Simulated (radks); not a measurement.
Spherical jellium clusters: N electrons in a uniform positive sphere of charge N and radius rs N^(1/3), rs = 4.65 bohr. Method: non-relativistic Kohn-Sham, LDA (Slater exchange, Perdew-Wang correlation), spin-polarised, spherical densities; computed with a radial shooting solver with Libxc functionals. Levels are named by radial order and angular momentum (1s, 1p, 1d, 2s, ...), and open shells are averaged over m.

N = 6, configuration 1s2 1p(up 3, down 1). This is the lowest configuration that the search found. Occupied and some empty levels:

| level | occupation | eigenvalue (eV) | <r> (bohr) |
|---|---|---|---|
| 1s up | 1 | -3.8819 | 5.722 |
| 1s down | 1 | -3.5292 | 5.751 |
| 1p up | 3 | -2.8054 | 6.942 |
| 1p down | 1 | -2.4647 | 7.097 |
| 1d up | 0 | -1.5201 | 8.178 |
| 1d down | 0 | -1.2382 | 8.477 |
| 2s up | 0 | -1.1344 | 8.479 |
| 2s down | 0 | -0.96436 | 8.863 |
| 1f up | 0 | -0.22013 | 10.19 |
| 1f down | 0 | -0.042438 | 11.07 |

Energy (eV): total -10.1518, kinetic 8.1397, external -136.25, Hartree 67.021, exchange-correlation -18.626, background 69.561.
